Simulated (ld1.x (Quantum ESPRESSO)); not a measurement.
## argon: excitation energies, all-electron against PAW

ld1.x (Quantum ESPRESSO) 7.5 input, shortened:

```
&input
   title='Ar', zed=18., rel=0, dft='PZ', iswitch=3,
   config='[Ne] 3s2 3p6'
 /
 &inputp
   pseudotype=3, lpaw=.true., tm=.true., lloc=-2, rcloc=1.20,
   nlcc=.true., new_core_ps=.true., rcore=0.90,
   which_augfun='PSQ', rmatch_augfun=0.95
 /
4
3S  1  0   2.00   0.00  0.95  1.15  0.0
3S  1  0   0.00  -0.05  0.95  1.15  0.0
3P  2  1   6.00   0.00  1.00  1.35  0.0
3P  2  1   0.00  -0.15  1.00  1.35  0.0
 &test
   configts(1)='3s2 3p6'
 /
```

Energies are relative to the spin-unpolarised reference configuration 3s2 3p6; without spin polarisation the order of configurations can differ from experiment. Spin-polarised rows fill each open shell by Hund’s rule, majority spin first.

(1) Give the all-electron excitation energy and the error of the potential for: 3s2 3p5; 3s2 3p4; 3s2 3p3; 3s1 3p6; 3s2 3p2; 3s2 3p5.5; 3s2 3p5 (spin-polarised); 3s2 3p4 (spin-polarised).

Levels in the configuration 3s2 3p3:

```csv
level,all-electron (eV),pseudo (eV)
3s,-65.188,-65.216
3p,-50.006,-50.035
```

## Answers

(1)

| valence configuration | charge | ΔE all-electron (eV) | error AE − PS (meV) |
| --- | --- | --- | --- |
| 3s2 3p5 | +1 | 16.174 | -0.7 |
| 3s2 3p4 | +2 | 44.920 | -5.8 |
| 3s2 3p3 | +3 | 87.576 | -24 |
| 3s1 3p6 | +1 | 30.380 | -0.8 |
| 3s2 3p2 | +4 | 145.288 | -72 |
| 3s2 3p5.5 | +0.5 | 6.609 | -0.1 |
| 3s2 3p5 (spin-polarised) | +1 | 15.949 | -0.9 |
| 3s2 3p4 (spin-polarised) | +2 | 43.877 | -7.1 |
